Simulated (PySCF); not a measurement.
Molecule: 3-chlorofuran, C4H3ClO, charge 0, multiplicity 1. SMILES: Clc1ccoc1
Geometry: optimised at B3LYP-D3(BJ)/def2-TZVP (Ansatz).

Dispersion corrections to the total energy (kcal/mol) from the dftd3 and dftd4 libraries through PySCF: D3(BJ) without and D4 with the three-body term, each with the damping fitted for the functional named.

| functional | D3(BJ) | D4 |
|---|---|---|
| B2GP-PLYP | -3.27 | [?] |
| r2SCAN | -1.39 | -1.30 |
| B2PLYP | -4.16 | -3.74 |
| HF | -42.51 | -20.31 |
| BP86 | -8.20 | [?] |
| PW6B95 | -2.56 | [?] |
| BLYP | -11.01 | -12.07 |

Question: Complete the blanks.

Answer: 
- B2GP-PLYP, D4: -2.23
- BP86, D4: -7.10
- PW6B95, D4: -4.72
